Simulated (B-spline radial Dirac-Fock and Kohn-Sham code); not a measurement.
How the binding energies of Pt⁴⁺ add up

System: Pt⁴⁺ in the configuration 1s2 2s2 2p6 3s2 3p6 3d10 4s2 4p6 4d10 4f14 5s2 5p6 5d6; nuclear rms radius 5.427 fm (A = 195).

The computed values come from a radial B-spline solver: ΔSCF Dirac-Fock with Breit, self-energy and vacuum polarisation, finite nucleus, configuration average. Electron correlation is not included. Energies are counted from the vacuum level.

All terms are in eV, carry their sign (relaxation lowers the binding energy) and add up to the binding energy; ⟨r⟩ is the mean radius of the orbital in the initial state.

| subshell | −ε (Koopmans) | relaxation | Breit | self-energy | vacuum polarisation | binding energy | ⟨r⟩ (bohr) |
| --- | --- | --- | --- | --- | --- | --- | --- |
| K (1s) | 78961.2 | -90.31 | -273.04 | -180.03 | 36.25 | 78454.0 | 0.017 |
| L1 (2s) | 14057.7 | -53.65 | -31.18 | -26.63 | 5.05 | 13951.3 | 0.072 |
| L2 (2p1/2) | 13447.5 | -58.40 | -51.61 | -0.59 | 0.29 | 13337.1 | 0.059 |
| L3 (2p3/2) | 11715.4 | -54.79 | -30.55 | -2.10 | -0.17 | 11627.8 | 0.068 |
| M1 (3s) | 3408.3 | -29.64 | -5.72 | -6.16 | 1.14 | 3367.9 | 0.186 |
| M2 (3p1/2) | 3135.9 | -30.80 | -9.81 | -0.27 | 0.07 | 3095.1 | 0.177 |
| M3 (3p3/2) | 2749.8 | -28.83 | -5.35 | -0.53 | -0.05 | 2715.1 | 0.192 |
| M4 (3d3/2) | 2302.3 | -31.81 | -4.25 | 0.43 | -0.05 | 2266.6 | 0.168 |
| M5 (3d5/2) | 2219.9 | -31.11 | -2.70 | 0.21 | -0.05 | 2186.2 | 0.172 |
| N1 (4s) | 808.9 | -11.74 | -1.17 | -1.52 | 0.28 | 794.8 | 0.415 |
| N2 (4p1/2) | 692.4 | -11.64 | -2.05 | -0.05 | 0.02 | 678.7 | 0.418 |
| N3 (4p3/2) | 599.4 | -10.45 | -0.96 | -0.11 | -0.01 | 587.9 | 0.450 |
| N4 (4d3/2) | 408.4 | -10.30 | -0.57 | 0.11 | -0.01 | 397.6 | 0.461 |
| N5 (4d5/2) | 390.8 | -9.90 | -0.24 | 0.06 | -0.01 | 380.7 | 0.472 |
| N6 (4f5/2) | 145.1 | -9.36 | 0.13 | 0.07 | -0.01 | 135.9 | 0.508 |
| N7 (4f7/2) | 141.5 | -9.15 | 0.25 | 0.06 | -0.01 | 132.6 | 0.514 |
| O1 (5s) | 170.9 | -2.39 | -0.19 | -0.29 | 0.05 | 168.1 | 0.959 |
| O2 (5p1/2) | 130.7 | -2.09 | -0.30 | 0.00 | 0.00 | 128.3 | 1.031 |
| O3 (5p3/2) | 114.7 | -1.71 | -0.11 | -0.01 | 0.00 | 112.9 | 1.115 |
| O4,5 (5d) | 59.58 | -0.94 | 0.00 | 0.01 | 0.00 | 58.64 | 1.440 |

For the deepest level, K (1s), the Breit terms make up -0.348 % of the binding energy, QED -0.183 % and orbital relaxation -0.115 %.

Spin-orbit splittings: 2p 1709.4 eV, 3p 380.1 eV, 3d 80.39 eV, 4p 90.85 eV, 4d 16.86 eV, 4f 3.31 eV, 5p 15.49 eV.

Going to the tabulated ground configuration of the next ion removes an electron from O4,5 (5d), computed at 58.64 eV. NIST lists 56 ± 1.9 eV as the ionisation energy of this species (theoretical), -2.64 eV from the computed value. Where a p, d or f shell is open in either ion the computed value averages over both j values and all terms, while the table refers to the lowest levels; that difference holds spin-orbit splitting (largest in heavy or highly charged ions), term energies where several electrons share open shells, and correlation, and it can reach 10 % or more.
